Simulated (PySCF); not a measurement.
A structure optimised at B3LYP-D3(BJ)/def2-SVP, used in a PySCF frequency run:

```xyz
12

Ge     1.0704     0.2536     0.0642
C     -0.4895    -0.9756     0.0423
C     -1.7685    -0.2488     0.3093
C     -2.7025     0.0462    -0.6019
H      2.3838    -0.5487    -0.0753
H      0.9533     1.2549    -1.1030
H      1.0967     1.0336     1.3965
H     -0.5058    -1.4739    -0.9399
H     -0.2977    -1.7449     0.8087
H     -1.9183     0.0906     1.3427
H     -2.6008    -0.2641    -1.6473
H     -3.6019     0.6072    -0.3356
```

Q: Write its SMILES and formula.

A: C=C[CH2][GeH3], C₃H₈Ge

Q: What are its rotational constants (standard atomic weights)?

A: 14.497, 1.9451, 1.8725 GHz
